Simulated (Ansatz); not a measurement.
C3H10Se2Si (SMILES C[Si](C)(C)[Se][SeH]), singlet, at a GFN2-xTB geometry; SC-NEVPT2/STO-3G, CASSCF(6,6) (Ansatz, a first-principles code).

Here is a job for Ansatz.
Ansatz 0.2 input:
```yaml
crystal:
  periodic: [false, false, false]
  atoms:
    - {symbol: Se, position_ang: [0.60182407, 0.12008912, 0.98119728]}
    - {symbol: Se, position_ang: [-0.48904032, 1.94334013, 0.10332819]}
    - {symbol: H, position_ang: [0.65607193, 2.51283872, -0.59324283]}
    - {symbol: Si, position_ang: [-0.01440783, -1.51149922, -0.63160370]}
    - {symbol: C, position_ang: [-1.91617259, -1.65464660, -0.58588746]}
    - {symbol: C, position_ang: [0.86538855, -3.09803839, -0.05970761]}
    - {symbol: C, position_ang: [0.60273597, -0.89733025, -2.33014137]}
    - {symbol: H, position_ang: [-2.28126400, -2.32722282, -1.35549727]}
    - {symbol: H, position_ang: [-2.25792758, -2.02631443, 0.37625646]}
    - {symbol: H, position_ang: [-2.37683333, -0.68269788, -0.74515800]}
    - {symbol: H, position_ang: [0.56712356, -3.36847723, 0.94857662]}
    - {symbol: H, position_ang: [1.94349787, -2.97118969, -0.06196609]}
    - {symbol: H, position_ang: [0.62274427, -3.92631215, -0.71640059]}
    - {symbol: H, position_ang: [1.68212985, -0.77282967, -2.33507142]}
    - {symbol: H, position_ang: [0.15738853, 0.06324914, -2.57628686]}
    - {symbol: H, position_ang: [0.34241942, -1.59655776, -3.11820578]}
basis:
  gaussian:
    orbitals: STO-3G
magnetization: {spin_polarized: false}
correlation: {method: sc_nevpt2, electrons: all, active_space: {window: {electrons: 6, orbitals: 6}}}
```

It wrote (shortened):

```
Functional definition: HF
815 factors; integrals over basis functions are off by at most 3.3e-5 eV
mean field evaluation 1: about -140160.8881 eV, gradient 1.6e1 eV
mean field evaluation 2: about -140161.0201 eV, gradient 1.6e1 eV
mean field evaluation 4: about -140162.3168 eV, gradient 7.3e-1 eV
mean field evaluation 8: about -140162.3199 eV, gradient 6.9e-7 eV
mean field -140162.31991873 eV, -5150.8702515807 hartree, gradient 1.4e-6 eV, S^2 0.000000; 0 other end points of the search recorded, 0 dependent functions left out
reference -140162.31991873 eV, -5150.8702515807 hartree; 55, 55 occupied and 15, 15 virtual orbitals, 815 factors
state -140163.52129707 eV, -5150.9144014201 hartree
state -140163.52129707 eV, -5150.9144014201 hartree; corrected -140169.02659763 eV, -5151.1167174842 hartree
state -140163.40578137 eV, -5150.9101562967 hartree
state -140163.40578137 eV, -5150.9101562967 hartree; corrected -140168.93497162 eV, -5151.1133502905 hartree
state -140163.52129707 eV, -5150.9144014201 hartree; corrected -140169.02659763 eV, -5151.1167174842 hartree
the orbitals are reached from a further start. From the first start the search ends at -140163.40574156 eV, -5150.9101548335 hartree
Total energy: -140169.02659763 eV, -5151.1167174842 hartree
```
